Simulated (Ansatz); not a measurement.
The inner images of a band of Cl4Ge + H4OSi (11 atoms, charge 0, multiplicity 1) are given out of order.

Level of theory: RHF/def2-SVP (Ansatz).

Image 0:

```xyz
11
Properties=species:S:1:pos:R:3
Ge 0.769 0.193 -0.117
Cl 0.656 0.079 2.006
Cl 2.821 0.426 -0.641
Cl -0.303 1.867 -0.849
Cl 0.071 -1.608 -1.002
O -2.529 -0.269 0.913
Si -3.808 -1.016 0.173
H -3.570 -2.469 0.018
H -5.045 -0.835 0.969
H -3.964 -0.392 -1.153
H -2.361 -0.410 1.831
```

Image 6:

```xyz
11
Properties=species:S:1:pos:R:3
Ge -0.229 -0.137 -0.738
Cl -1.048 0.951 3.402
Cl 1.475 -0.891 0.271
Cl -0.065 1.961 -0.991
Cl -0.419 -1.077 -2.640
O -1.633 -0.493 0.198
Si -3.177 -1.123 0.087
H -3.099 -2.563 -0.229
H -3.816 -0.916 1.398
H -3.923 -0.416 -0.972
H -1.330 0.271 2.362
```

Task: Put them in order from the first end to the last, with their energies above the first end.
A.
```xyz
11
Properties=species:S:1:pos:R:3
Ge -0.286 -0.105 -0.633
Cl -0.664 1.042 3.071
Cl 1.403 -0.975 0.303
Cl -0.065 1.995 -0.803
Cl -0.542 -0.951 -2.572
O -1.706 -0.461 0.284
Si -3.201 -1.192 0.104
H -3.011 -2.608 -0.262
H -3.893 -1.080 1.400
H -3.960 -0.491 -0.950
H -1.338 0.393 2.205
```
B.
```xyz
11
Properties=species:S:1:pos:R:3
Ge 0.136 0.148 -0.029
Cl 0.075 0.544 2.135
Cl 2.134 -0.656 -0.029
Cl 0.005 2.114 -0.845
Cl -0.634 -1.099 -1.639
O -2.109 -0.195 0.622
Si -3.419 -1.170 0.172
H -2.966 -2.549 -0.070
H -4.320 -1.133 1.341
H -4.052 -0.587 -1.017
H -2.116 0.151 1.505
```
C.
```xyz
11
Properties=species:S:1:pos:R:3
Ge -0.199 0.063 -0.296
Cl -0.421 1.039 2.352
Cl 1.506 -0.992 0.362
Cl -0.008 2.078 -0.893
Cl -0.738 -0.954 -2.135
O -1.774 -0.365 0.566
Si -3.250 -1.210 0.217
H -2.906 -2.601 -0.096
H -4.008 -1.090 1.469
H -3.904 -0.521 -0.900
H -1.563 0.121 1.501
```
D.
```xyz
11
Properties=species:S:1:pos:R:3
Ge -0.278 -0.058 -0.472
Cl -0.538 1.000 2.616
Cl 1.431 -0.999 0.357
Cl 0.008 2.018 -0.795
Cl -0.681 -0.965 -2.355
O -1.742 -0.413 0.412
Si -3.219 -1.181 0.165
H -2.965 -2.593 -0.167
H -3.978 -1.074 1.427
H -3.929 -0.490 -0.925
H -1.372 0.322 1.884
```
E.
```xyz
11
Properties=species:S:1:pos:R:3
Ge 0.612 0.168 -0.110
Cl 0.293 -0.050 1.992
Cl 2.707 -0.103 -0.381
Cl 0.053 2.115 -0.732
Cl -0.330 -1.302 -1.319
O -2.553 0.026 0.671
Si -3.672 -1.109 0.213
H -3.074 -2.456 0.085
H -4.741 -1.173 1.235
H -4.217 -0.685 -1.089
H -2.342 0.136 1.584
```

Result: E (+6.9 kJ/mol), B (+73.7 kJ/mol), C (+136.8 kJ/mol), D (+40.9 kJ/mol), A (+8.5 kJ/mol).

Run time: 7.1 min on 4 threads of Arm Neoverse V2, with other jobs on the host, peak memory 0.48 GiB.
